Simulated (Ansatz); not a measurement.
Frontier orbitals of GaH5O2SSi, SMILES `[OH][Ga]([SH])[O][SiH3]`.

```xyz
10

O    -2.0829   -0.8901   -0.7400
Ga   -0.3472   -0.7427   -1.0765
S     0.5312   -1.6619   -2.8373
O     0.6945    0.1701    0.0406
Si    0.5006    0.9973    1.4335
H    -2.3537   -0.4426    0.0657
H     1.7536   -1.2065   -2.5115
H     1.3255    0.3884    2.5092
H    -0.9292    0.9737    1.8686
H     0.9077    2.4143    1.2477
```

Charge 0, multiplicity 1. Correlated methods include outer-core shells of Ga, which these sets cover unevenly. Scalar relativity is left out up to krypton. Geometry: relaxed with PBE0-D4/def2-TZVP. It is one conformer, not always the lowest. Basis def2-TZVPP, Ansatz.

| functional | HOMO (eV) | LUMO (eV) | gap (eV) |
| --- | --- | --- | --- |
| PBE | -6.74 | -2.04 | 4.70 |
| revPBE | -6.69 | -1.90 | 4.79 |
| B97M-V | -7.12 | -1.90 | 5.22 |
| PBE0 | -8.00 | -1.11 | 6.89 |
| B3LYP | -7.74 | -1.42 | 6.32 |
| r2SCAN0 | -8.20 | -0.92 | 7.28 |
| HSE06 (plane-wave form) | -7.60 | -1.48 | 6.12 |
| CAM-B3LYP | -9.32 | -0.18 | 9.14 |
| ωB97M-V | -10.21 | 0.67 | 10.88 |

Against PBE, PBE0 changes HOMO and LUMO by −1.26 and +0.93 eV, ωB97M-V by −3.46 and +2.71 eV. A gap of 4.71 eV thus becomes 10.88 eV for the same molecule, so an orbital gap means little without its functional. A positive LUMO is unbound and depends on the basis.

B3LYP here is the variant with VWN-RPA as its local correlation; programs differ in this.
